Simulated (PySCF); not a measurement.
C₅H₄N, SMILES [c]1ccncc1, multiplicity 2. Geometry optimised at ωB97X-D3(BJ)/def2-SVP. The isomer is the one that the SMILES or the coordinates give; other isomers of the formula were not compared.

Calculation: ωB97X-D3(BJ)/def2-SVP run with PySCF.

Harmonic wavenumbers (cm⁻¹): 384, 450, 616, 651, 730, 784, 853, 993, 994, 1018, 1069, 1082, 1086, 1239, 1290, 1320, 1433, 1499, 1615, 1689, 3183, 3185, 3230, 3231. Rotational constants (GHz): 6.443, 5.930, 3.088; symmetry number 2.

### Question
Work out the zero-point energy and the ideal-gas rigid-rotor harmonic-oscillator thermochemistry at 298.15 K and 1 atm.

### Answer
ZPE = ½ Σ hcν = ½ × 33624 cm⁻¹ = 201.12 kJ/mol. H − E(el) = 214.62 kJ/mol. Entropy in J/(mol K): translation 163.10, rotation 100.57, vibration 16.25, spin 5.76, total 285.68. G − E(el) = 129.45 kJ/mol. Cp = 73.25 J/(mol K).
